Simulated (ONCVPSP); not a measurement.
# Plane-wave convergence, ONCV potential for silicon (Si)

* Element: Si
* Generator: ONCVPSP 4.0.1
* Type: optimised norm-conserving Vanderbilt (ONCV)
* Functional: PBE
* Relativity: non-relativistic
* Frozen core: [Ne]
* Valence charge: 4
* Reference configuration: 3s1 (charge +3)
* Partial waves: 3s: rc 1.55 bohr, ncon 4, nbas 9, qcut 5 1/bohr, 2 projectors, debl 2.6 Ha; p scattering state at 0.43 Ha: rc 1.55 bohr, ncon 4, nbas 8, qcut 5.2 1/bohr, 2 projectors, debl 3.5 Ha; d scattering state at 0.25 Ha: rc 1.60 bohr, ncon 4, nbas 7, qcut 5.2 1/bohr, 2 projectors, debl 2.1 Ha
* Local potential: polynomial inside 1.05 bohr (lpopt 5, dvloc0 3 Ha)
* Core correction: none

In the p channel the program set the typed energies aside and used 0.050, 3.550 Ha. In the d channel the program set the typed energies aside and used 0.050, 2.150 Ha.

Task: For each optimised wave give the share of its norm inside rc, the residual kinetic energy above qcut (Ha) and the cutoffs (Ha) for errors of 10, 1, 0.1 and 0.01 mHa per electron.

Result:

| wave | norm inside rc | residual KE | 10 mHa | 1 mHa | 0.1 mHa | 0.01 mHa |
| --- | --- | --- | --- | --- | --- | --- |
| 3s | 0.346 | 2.7e-05 | 6.5 | 9.1 | 11.3 | 17.8 |
| s projector 2 | 0.052 | 5.9e-04 | 7.5 | 10.5 | 105.5 | 130.3 |
| p projector 1 | 0.062 | 5.3e-05 | 3.3 | 7.9 | 12.6 | 24.5 |
| p projector 2 | 0.042 | 1.5e-03 | 7.9 | 14.4 | 69.2 | 113.1 |
| d projector 1 | 0.134 | 5.2e-03 | 11.7 | 30.5 | 62.6 | 72.6 |
| d projector 2 | 0.071 | 2.3e-02 | 15.8 | 23.6 | 50.9 | 69.5 |

The occupied waves need 9.1 Ha and 11 Ha for 1 and 0.1 mHa. The cutoffs count occupied waves only; projector 1 of the d channel, the hardest unoccupied one, needs 31 Ha at the loose tolerance. Note: no bound ghost flagged; GHOST(+) flagged for s at 110.2 eV. 1 of 4 tests not solved or not reliable.
